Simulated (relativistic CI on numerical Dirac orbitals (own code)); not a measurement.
## Fe⁴⁺ (3d4) in a crystal field

Calculated by Dirac-Coulomb-Breit CI, separate exchange-only KLI orbitals for each configuration, model QED, valence Slater integrals scaled by 0.75, one configuration in a parametric crystal field (own radial code).

Field parameters in Wybourne normalisation: Td as Oh with Dq negative (B⁴₀ = 21Dq, B⁴₄ = √(5/14) B⁴₀). The field is a parameter set, without covalency.

S is read from ⟨S²⟩ = S(S + 1).

Levels (cm⁻¹, degeneracy): 0 (1), 2551 (1), 2603 (3), 2663 (3), 3018 (2), 3050 (3), 3297 (3), 7484 (1), 7503 (3), 7754 (2), 7805 (3), 12798 (1).

Which field gives this pattern?
A. Td, 10Dq = -18200 cm⁻¹
B. Td, 10Dq = -14650 cm⁻¹
C. Td, 10Dq = -4000 cm⁻¹
D. Td, 10Dq = -9350 cm⁻¹

A. Td, 10Dq = -18200 cm⁻¹, ground level with S = 0.07.
